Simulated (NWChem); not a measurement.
CH$_{3}$ClF$_{2}$OSi; SMILES OC[Si](F)(F)Cl

```xyz
9

O      0.4512     2.3613     0.2479
C     -0.4899     1.5835    -0.4896
Si    -0.4240    -0.2309    -0.0074
F     -0.9103    -0.4785     1.4941
F     -1.3592    -1.1169    -0.9580
Cl     1.5127    -0.9092    -0.1703
H      1.3440     2.0822    -0.0114
H     -0.3699     1.6994    -1.5789
H     -1.4801     1.9813    -0.2403
```
Atoms are numbered in this order, from 1.

Program: NWChem. Coordinates come from a B3LYP/6-31G* (spherical d) optimisation. B3LYP is NWChem's, with the RPA form of VWN correlation. Atomic charges in e: unrestrained fits to the electrostatic potential beside Mulliken populations; buried atoms are poorly determined by the fit.

Task: What does the run give for B3LYP/def2-SVP? Quantities: ESP O1; Mulliken O1; ESP C2; Mulliken C2; ESP Si3; Mulliken Si3; ESP F4; Mulliken F4; ESP F5; Mulliken F5; relative RMS misfit of the potential (%).

Result: 
| Item | Value |
|---|---|
| ESP O1 | -0.55 |
| Mulliken O1 | -0.32 |
| ESP C2 | 0.09 |
| Mulliken C2 | -0.03 |
| ESP Si3 | 0.77 |
| Mulliken Si3 | 0.93 |
| ESP F4 | -0.27 |
| Mulliken F4 | -0.30 |
| ESP F5 | -0.29 |
| Mulliken F5 | -0.31 |
| relative RMS misfit of the potential (%) | 24 |
